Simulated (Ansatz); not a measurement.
**Nudged elastic band run: FH$_{5}$Sn**

input.yaml

```yaml
crystal:
  periodic: [false, false, false]
  atoms:
    - { symbol: Sn, position_ang: [-0.721049, -0.459545, -0.394855] }
    - { symbol: H, position_ang: [0.988145, -0.489396, -0.092022] }
    - { symbol: H, position_ang: [-1.066813, -1.813692, -1.385838] }
    - { symbol: H, position_ang: [-1.528989, -0.576207, 1.108486] }
    - { symbol: H, position_ang: [-1.09742, 1.002651, -1.19835] }
    - { symbol: H, position_ang: [1.621118, 0.774985, 0.736685] }
    - { symbol: F, position_ang: [1.805008, 1.561002, 1.225894] }
basis:
  gaussian: { orbitals: def2-TZVP }
hamiltonian:
  xc: pbe
  dispersion: d4
neb:
  order_check: false
  images: 5
  f_tol: 0.05
  max_iterations: 60
  final_atoms:
    - { symbol: Sn, position_ang: [-0.96901043, 0.19385064, -0.4286657] }
    - { symbol: H, position_ang: [2.24805684, -1.04132123, 1.12797414] }
    - { symbol: H, position_ang: [-0.34601852, -1.02470514, -1.46112455] }
    - { symbol: H, position_ang: [-1.42426011, -0.37362835, 1.12358963] }
    - { symbol: H, position_ang: [-2.1392617, 1.20394287, -1.17163769] }
    - { symbol: H, position_ang: [2.08324633, -0.33986311, 0.90500933] }
    - { symbol: F, position_ang: [0.54724757, 1.38152232, -0.09514516] }
  initial_path:
    images:
      - { positions_ang: [[-0.721049, -0.459545, -0.394855], [0.988145, -0.489396, -0.092022], [-1.066813, -1.813692, -1.385838], [-1.528989, -0.576207, 1.108486], [-1.09742, 1.002651, -1.19835], [1.621118, 0.774985, 0.736685], [1.805008, 1.561002, 1.225894]] }
      - { positions_ang: [[-0.69372298, -0.3556725, -0.35254235], [1.14539438, -0.56437593, 0.03475574], [-0.94599841, -1.70719187, -1.37621717], [-1.46449793, -0.5239548, 1.1564667], [-1.12529312, 1.07819251, -1.16539419], [1.56975936, 0.59442844, 0.67277697], [1.51435869, 1.47837215, 1.0301543]] }
      - { positions_ang: [[-0.66639696, -0.25180001, -0.3102297], [1.30264377, -0.63935586, 0.16153348], [-0.82518382, -1.60069174, -1.36659634], [-1.40000685, -0.4717026, 1.2044474], [-1.15316625, 1.15373402, -1.13243838], [1.51840072, 0.41387188, 0.60886894], [1.22370939, 1.3957423, 0.8344146]] }
      - { positions_ang: [[-0.63907094, -0.14792751, -0.26791706], [1.45989315, -0.71433578, 0.28831122], [-0.70436923, -1.49419161, -1.35697551], [-1.33551578, -0.41945039, 1.2524281], [-1.18103937, 1.22927553, -1.09948257], [1.46704208, 0.23331532, 0.54496091], [0.93306008, 1.31311245, 0.6386749]] }
      - { positions_ang: [[-0.74905077, -0.03400146, -0.32149994], [1.72261438, -0.82333093, 0.56819886], [-0.58491899, -1.33769612, -1.39169186], [-1.36509722, -0.40417638, 1.20948195], [-1.50044681, 1.22083131, -1.12353428], [1.6724435, 0.04225584, 0.66497705], [0.80445591, 1.33591574, 0.39406821]] }
      - { positions_ang: [[-0.8590306, 0.07992459, -0.37508282], [1.98533561, -0.93232608, 0.8480865], [-0.46546875, -1.18120063, -1.4264082], [-1.39467867, -0.38890236, 1.16653579], [-1.81985425, 1.21238709, -1.14758598], [1.87784492, -0.14880364, 0.78499319], [0.67585174, 1.35871903, 0.14946153]] }
      - { positions_ang: [[-0.96901043, 0.19385064, -0.4286657], [2.24805684, -1.04132123, 1.12797414], [-0.34601852, -1.02470514, -1.46112455], [-1.42426011, -0.37362835, 1.12358963], [-2.1392617, 1.20394287, -1.17163769], [2.08324633, -0.33986311, 0.90500933], [0.54724757, 1.38152232, -0.09514516]] }
```

Launched with:

```bash
$ ansatz run input.yaml --threads 2 --pin off --max-ram 3072MiB --backend cpu --events-out ev --progress --plain --runs-dir out
```

Output, in part (warnings, iteration lines, the closing report on the highest movable image, with atoms numbered from 0):

```
NEB end point (image 0): max|allowed force component| = 1.233e-2 eV/Å (the criterion of neb.relax_end_points is 1.000e-2)
NEB end point (image 6): max|allowed force component| = 1.904e-2 eV/Å (the criterion of neb.relax_end_points is 1.000e-2)
NEB iter   1: max|band force component| = 1.681e0 eV/Å  barrier→ = 1.1381 eV  barrier← = 1.4681 eV  Δτ_max = 0.2000 Å  (176 SCF iters)
NEB iter   2: max|band force component| = 2.157e0 eV/Å  barrier→ = 1.0697 eV  barrier← = 1.3997 eV  Δτ_max = 0.1005 Å  (156 SCF iters)
NEB iter   3: max|band force component| = 1.075e0 eV/Å  barrier→ = 0.9539 eV  barrier← = 1.2839 eV  Δτ_max = 0.1758 Å  (139 SCF iters)
NEB iter   4: max|band force component| = 6.064e-1 eV/Å  barrier→ = 0.8675 eV  barrier← = 1.1975 eV  Δτ_max = 0.1801 Å  (139 SCF iters)
NEB iter   5: max|band force component| = 1.221e0 eV/Å  barrier→ = 0.8649 eV  barrier← = 1.1949 eV  Δτ_max = 0.0723 Å  (146 SCF iters)
NEB iter   6: max|band force component| = 9.269e-1 eV/Å  barrier→ = 0.7738 eV  barrier← = 1.1038 eV  CI = image 3  Δτ_max = 0.1010 Å  (140 SCF iters)
NEB iter   7: max|band force component| = 7.933e-1 eV/Å  barrier→ = 0.8977 eV  barrier← = 1.2277 eV  CI = image 3  Δτ_max = 0.1603 Å  (137 SCF iters)
NEB iter   8: max|band force component| = 1.021e0 eV/Å  barrier→ = 1.0445 eV  barrier← = 1.3745 eV  CI = image 3  Δτ_max = 0.0771 Å  (141 SCF iters)
NEB iter   9: max|band force component| = 1.453e-1 eV/Å  barrier→ = 1.0050 eV  barrier← = 1.3350 eV  CI = image 3  Δτ_max = 0.1589 Å  (141 SCF iters)
NEB iter  10: max|band force component| = 2.432e0 eV/Å  barrier→ = 1.0034 eV  barrier← = 1.3334 eV  CI = image 3  Δτ_max = 0.0777 Å  (134 SCF iters)
NEB iter  11: max|band force component| = 3.134e-1 eV/Å  barrier→ = 1.0027 eV  barrier← = 1.3327 eV  CI = image 3  Δτ_max = 0.1527 Å  (125 SCF iters)
NEB iter  12: max|band force component| = 2.808e-1 eV/Å  barrier→ = 1.0027 eV  barrier← = 1.3326 eV  CI = image 3  Δτ_max = 0.1313 Å  (128 SCF iters)
NEB iter  13: max|band force component| = 1.613e-1 eV/Å  barrier→ = 1.0026 eV  barrier← = 1.3326 eV  CI = image 3  Δτ_max = 0.1135 Å  (116 SCF iters)
NEB iter  14: max|band force component| = 2.097e-1 eV/Å  barrier→ = 1.0026 eV  barrier← = 1.3326 eV  CI = image 3  Δτ_max = 0.0587 Å  (116 SCF iters)
NEB iter  15: max|band force component| = 9.328e-2 eV/Å  barrier→ = 1.0025 eV  barrier← = 1.3325 eV  CI = image 3  Δτ_max = 0.0927 Å  (120 SCF iters)
NEB iter  16: max|band force component| = 3.504e-2 eV/Å  barrier→ = 1.0025 eV  barrier← = 1.3325 eV  CI = image 3  Δτ_max = 0.0000 Å  (259 SCF iters)
Total energy: -8626.27506624 eV, -317.0097615850 hartree
Atom 0 at    -0.579146    -0.123586    -0.209536 Å, force     0.000572     0.003515    -0.003320 eV/Å
Atom 1 at     1.251139    -0.763652     0.380057 Å, force    -0.000683    -0.004467    -0.004393 eV/Å
Atom 2 at    -0.517707    -1.423775    -1.341058 Å, force    -0.001902    -0.000024     0.001844 eV/Å
Atom 3 at    -1.359491    -0.515969     1.260870 Å, force     0.000910     0.001229    -0.000352 eV/Å
Atom 4 at    -1.214162     1.263452    -0.993469 Å, force     0.003450    -0.005822     0.001849 eV/Å
Atom 5 at     1.395844     0.210816     0.487656 Å, force     0.001320    -0.003010     0.002228 eV/Å
Atom 6 at     1.023524     1.352513     0.415478 Å, force    -0.003667     0.008579     0.002145 eV/Å
Dipole moment:    -0.303403    -0.310048    -0.107909 e Å
```

The run converged. A vibrational analysis at the climbing image gives one clearly imaginary mode, 950i cm⁻¹: a first-order saddle point. The orbitals stay closed-shell, which can raise the energy where a bond breaks towards radicals; this wasn't checked here.

Final band (atoms are numbered from 1 in the order of the input):

| image | path coordinate (Å) | energy (eV) | Sn1–H2 (Å) | H6–F7 (Å) | Sn1–F7 (Å) |
| --- | --- | --- | --- | --- | --- |
| 0 | 0.00 | 0.00 | 1.74 | 0.94 | 3.62 |
| 1 | 0.71 | 0.01 | 1.74 | 0.95 | 3.44 |
| 2 | 1.43 | 0.30 | 1.78 | 0.97 | 2.80 |
| 3 | 2.14 | 1.00 | 2.03 | 1.20 | 2.27 |
| 4 | 2.91 | 0.09 | 2.52 | 1.77 | 2.00 |
| 5 | 3.68 | -0.29 | 3.13 | 2.21 | 1.96 |
| 6 | 4.45 | -0.33 | 3.78 | 2.51 | 1.95 |

Time of the run: 2 min on 2 threads of Intel(R) Xeon(R) Platinum 8259CL CPU @ 2.50GHz (Skylake/Cascade Lake), on a shared host, peak memory 0.18 GiB.
